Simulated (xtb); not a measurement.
Cl3Ti (SMILES [Cl][Ti]([Cl])[Cl]), doublet, at a GFN2-xTB geometry (such geometries of metal compounds can be far from the true shape).

Input for xtb:
```
$ xtb mol.xyz --gfn 2 --uhf 1 --hess --json

# file mol.xyz
4

Ti    -0.07313286    -0.25894649    -0.17957005
Cl     2.02625162    -0.11980684    -0.40106979
Cl    -0.74536583    -0.82514572     1.74484115
Cl    -1.18624328     1.28005978    -1.11138659
```

Q: Predict the partial charges in atom order from GFN2-xTB in xtb 6.7.1.

A: Ti1 0.69, Cl2 -0.23, Cl3 -0.23, Cl4 -0.23

Q: What is the computed zero-point energy (GFN2-xTB)?

A: 2.2 kcal/mol

Q: What harmonic frequencies (imaginary ones negative) does GFN2-xTB give?

A: 77, 99, 99, 324, 457, 457 cm⁻¹

Q: Estimate the dipole moment that GFN2-xTB returns for this input.

A: 1.78 D
